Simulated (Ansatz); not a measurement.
Start from `C[Se][Si](F)(F)F` and change one atom or group to get `F[Si](F)(F)[SeH]`.

Ansatz, PBE0-D4/def2-TZVP geometries, multiplicity 1. Each molecule was computed in one conformer, which needn't be the lowest.

Scalar relativity is left out up to krypton. Spin–orbit coupling is left out; it splits and shifts lone-pair levels of the heavy atoms by tenths of an eV.

```csv
property,`C[Se][Si](F)(F)F`
HOMO–LUMO gap (B3LYP/def2-TZVPP) / eV,6.35
HOMO–LUMO gap (PBE/def2-TZVPP) / eV,4.74
size of the dipole moment (B3LYP/def2-TZVPP) / D,2.48
LUMO energy (B3LYP/def2-TZVPP) / eV,-0.81
size of the dipole moment (ωB97M-V/def2-TZVPP) / D,2.42
"ideal-gas entropy at 298 K and 1 bar (rigid rotor, harmonic PBE0-D4/def2-TZVP) / J/(mol·K)",387
```

(1) What does the change do to each property? (Best estimate.)

Answers

(1) Computed: 
```
                                                                                  property  `F[Si](F)(F)[SeH]`  shift
                                                     HOMO–LUMO gap (B3LYP/def2-TZVPP) / eV                7.00   0.65
                                                       HOMO–LUMO gap (PBE/def2-TZVPP) / eV                5.41   0.67
                                          size of the dipole moment (B3LYP/def2-TZVPP) / D                1.57  -0.91
                                                       LUMO energy (B3LYP/def2-TZVPP) / eV               -0.74   0.07
                                        size of the dipole moment (ωB97M-V/def2-TZVPP) / D                1.52  -0.90
ideal-gas entropy at 298 K and 1 bar (rigid rotor, harmonic PBE0-D4/def2-TZVP) / J/(mol·K)                 346    -41
```

With PBE0 the HOMO falls by 0.60 eV and the LUMO rises by 0.10 eV, so the gap widens by about 0.70 eV. PBE moves the HOMO by -0.57 eV and ωB97M-V by -0.60 eV. The zero-point energy changes by -79.2 kJ/mol with -9 modes. Dipoles are sizes alone; their direction can turn. Modes under 60 cm⁻¹, often nearly free rotors, make the harmonic entropy too high.

Positive LUMOs are unbound, so they and the gaps depend on the basis.

B3LYP here is the variant with VWN-RPA as its local correlation; programs differ in this.
